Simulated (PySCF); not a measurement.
Electron correlation in Ga (gallium, neutral)

[Ar] 3d10 4s2 4p1, 2P determinant. Calculation: PySCF 2.14, in pcseg-2 (6s5p3d1f, 43 functions); the non-relativistic Hamiltonian (point nucleus). Frozen: [Ar] 3d10; 3 electrons correlated.

MP2 pair energies summed by pair of shells (mhartree):

```json
{"pair": "4s-4s", "energy": "-19.85", "share (%)": "58.9"}
{"pair": "4s-4p", "energy": "-13.83", "share (%)": "41.1"}
```

Total MP2 correlation energy: -33.68 mhartree.

Same-spin part -2.47 and opposite-spin part -31.21 mhartree; SCS-MP2 scales them by 1/3 and 6/5 to -38.28 mhartree.

```
  level  correlation energy (mhartree)
   CCSD                         -46.77
    (T)                          -0.85
CCSD(T)                         -47.62
```

Diagnostics: T1 = 0.013, D1 = 0.0296, largest double amplitude 0.080.

Question: Is a single reference adequate?

Answer: Mostly. T1 lies below 0.03, but a double amplitude of this size points to a near-degeneracy that CCSD handles and MP2 describes poorly.
